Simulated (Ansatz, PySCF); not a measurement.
Molecule: dichloro(dimethoxy)silane, C2H6Cl2O2Si, net charge 0, singlet state. 
Geometry from a B3LYP-D3(BJ)/def2-TZVP (Ansatz, a first-principles code) optimisation:
```
Si
O 1 1.6194
C 2 1.4264 1 124.91
H 3 1.0884 2 107.47 1 175.91
H 3 1.0916 4 109.29 2 -120.06
H 3 1.0925 4 109.25 5 -119.34
O 1 1.6194 2 113.56 3 -64.00
C 7 1.4264 1 124.91 2 -64.00
H 8 1.0884 7 107.47 1 175.91
H 8 1.0916 9 109.29 7 -120.06
H 8 1.0925 9 109.25 10 -119.34
Cl 1 2.0424 2 110.77 3 54.65
Cl 1 2.0424 2 105.62 3 174.43
```

Total electronic energies in hartree. Valence correlation only, unless marked. Spin-orbit coupling is left out. No relativistic terms. CBS(X,Y): correlation extrapolated as X^-3; Hartree-Fock from the larger set. The bracket is a focal-point correction in the basis named.

| level | program | energy (Eh) |
|---|---|---|
| HF-D4/def2-TZVPD | PySCF + dftd4 | -1437.26860 |
| BLYP-D3(BJ)/def2-TZVPD | Ansatz + dftd3 | ___ |
| PBE0/6-31G* | Ansatz | -1439.60463 |
| PBE0-D3(BJ)/def2-TZVPD | Ansatz + dftd3 | -1439.81924 |
| PBE0/def2-TZVP | Ansatz | -1439.80484 |
| BHLYP-D3(BJ)/def2-TZVPD | Ansatz + dftd3 | -1440.38952 |
| BHLYP/def2-TZVPD | Ansatz | -1440.37048 |
| HSE06/def2-TZVPD | Ansatz | -1439.77415 |
| CAM-B3LYP-D4/def2-TZVPD | Ansatz + dftd4 | ___ |
| CCSD/STO-3G | Ansatz | -1421.18811 |
| CCSD(T)/STO-3G | Ansatz | -1421.19403 |
| CCSD(T)/aug-cc-pV(D+d)Z | Ansatz | -1438.31292 |
| CCSD(T)/cc-pV(D+d)Z | Ansatz | -1438.20864 |
| RI-MP2/CBS(cc-pV(T+d)Z,cc-pV(Q+d)Z)+[CCSD(T)-MP2]/cc-pV(D+d)Z | Ansatz | -1438.8534 |
| RI-MP2/CBS(cc-pV(T+d)Z,cc-pV(Q+d)Z)+[CCSD(T)-MP2]/cc-pV(T+d)Z | Ansatz | -1438.8741 |

### Question
Complete the blanks.

### Answer

- BLYP-D3(BJ)/def2-TZVPD, energy (Eh): -1440.43579
- CAM-B3LYP-D4/def2-TZVPD, energy (Eh): -1440.44852
